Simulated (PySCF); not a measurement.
Species: C3H10GaN.
Numbering: `[NH3+:1][GaH2-:2][CH:3]1[CH2:4][CH2:5]1` (hydrogens: H6, H7, H8 on N1; H9, H10 on Ga2; H11 on C3; H12, H13 on C4; H14, H15 on C5)

Structure used (PBE0-D3(BJ)/def2-SVP), in Å, numbered top down from 1:
```
atom  x, y, z in Å
N1     2.1613   -0.5962    0.3069
Ga2    0.9291    0.9910   -0.4701
C3    -0.7379   -0.0507   -0.6686
C4    -1.4098   -0.6197    0.5652
C5    -2.0513    0.5070   -0.1767
H6     3.0854   -0.2786    0.5971
H7     2.2861   -1.3371   -0.3822
H8     1.6973   -1.0050    1.1180
H9     1.7889    1.3738   -1.7431
H10    0.9531    1.9420    0.8011
H11   -0.8338   -0.6849   -1.5588
H12   -1.8793   -1.6070    0.5023
H13   -0.9805   -0.4020    1.5511
H14   -2.9571    0.2876   -0.7504
H15   -2.0584    1.4966    0.2923
```

Method: core-valence-separated Tamm–Dancoff BHandHLYP/aug-pcX-1 (pcseg-1 on H, def2-SVPD on Ga) in PySCF, non-relativistic, gas phase, PBE0-D3(BJ)/def2-SVP geometry. Absolute energies from this functional tend to lie a few eV below measured edges; no shift was applied.

The lowest roots of each edge with f over 0.003 (five at most, numbered afresh; weaker and dark ones are left out), with transition dipoles (au) in the frame of the coordinates:

```csv
root,edge,E (eV),μx,μy,μz
1,C,284.72,0.0000,-0.0164,-0.0138
2,C,285.15,-0.0113,0.0130,-0.0182
3,C,285.16,-0.0069,0.0183,0.0316
4,C,285.52,-0.0118,0.0126,-0.0130
5,C,285.61,0.0345,-0.0006,0.0093
6,N,400.05,-0.0183,0.0222,-0.0093
7,N,401.31,-0.0308,-0.0415,-0.0397
8,N,401.37,0.0439,0.0113,-0.0460
9,N,402.82,-0.0271,0.0356,-0.0174
```

What are the oscillator strengths?

f = (2/3) ΔE |μ|², with ΔE in hartree (27.2114 eV):

```tsv
root	ΔE (Eh)	|μ|² (au)	f	core hole on
1	10.4632	0.000459	0.003	C3
2	10.4790	0.000628	0.004	C4
3	10.4795	0.001381	0.010	C3
4	10.4927	0.000467	0.003	C5
5	10.4958	0.001277	0.009	C5
6	14.7017	0.000914	0.009	N1
7	14.7478	0.004247	0.042	N1
8	14.7500	0.004171	0.041	N1
9	14.8035	0.002305	0.023	N1
```

Molecules are fixed in this frame and the field points along (1, 1, 0)/√2. What effective strengths 3 f cos²θ do the roots have (θ between field and μ)?

root 1 (C3): 0.003, root 2 (C4): 0.000, root 3 (C3): 0.001, root 4 (C5): 0.000, root 5 (C5): 0.012, root 6 (N1): 0.000, root 7 (N1): 0.077, root 8 (N1): 0.045, root 9 (N1): 0.001. Root 7 is the strongest. Averaged over all orientations cos²θ is 1/3, which gives f back.

 Relativistic effects, spin–orbit coupling among them, are left out although an element past zinc is present.

One conformer stands for the species.
